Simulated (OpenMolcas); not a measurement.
**Ta: thermal populations, worked from levels**

```yaml
Program: OpenMolcas
Basis: ANO-RCC-VQZP [9s8p6d4f3g2h]
Scalar_Hamiltonian: DKH2, point nucleus
Active_space: 3 electrons in 5 orbitals (5d)
State_averaging: 2S+1 = 4 even, 10 roots; 2S+1 = 2 even, 40 roots
Spin-orbit_coupling: RASSI with atomic mean-field integrals over the reference wave functions, term energies averaged over their components
```

Methods: CASSCF; MS-CASPT2, IPEA 0.25 Eh, imaginary shift 0.1 Eh (closed shells correlated: 5s 5p 6s). Measured levels: NIST Handbook of Basic Atomic Spectroscopic Data.

**Thermal populations.** Z = Σ (2J + 1) exp(-E/kT) with k = 0.695035 cm-1/K, over the levels below. No other level of either list lies under 5570 cm-1, which is above 7 kT at each temperature.

```tsv
Level	2J + 1	MS-CASPT2	measured
5d3 6s2 4F 3/2	4	0.0	0.0
5d3 6s2 4F 5/2	6	2350	2010
5d3 6s2 4F 7/2	8	4520	3964
```

```
T (K)  Z, MS-CASPT2  Z, measured levels  Ground level (%), MS-CASPT2  Ground level (%), measured levels
 1000         4.216               4.359                         94.9                               91.8
```

At 1000 K, kT = 695 cm-1, and the computed levels give Z = 4.000 + 0.204 + 0.012 = 4.216.

CASPT2 does not keep the components of a term degenerate, so their means are used; among the terms shown or strongly mixed into the levels shown the widest spread is 1000 cm-1 (5d3 6s2 4F, MS-CASPT2). With the s shell closed, the reference lacks s² → p², s² → d² and s → d mixing, so excited terms can stand far too high and out of order, with CASPT2 too. Without dynamic correlation excited terms often stand tens of per cent too high (terms of higher spin than the ground term too low), and those without a measured partner can miss by more than the paired ones (holds for CASSCF). Computed and measured levels are paired by configuration, term and J; levels that our copy of the source lacks, or whose pairing is in doubt (as where it misses far off the trend of its configuration), stay unpaired and out of the deviations. Only configurations of the active space appear.
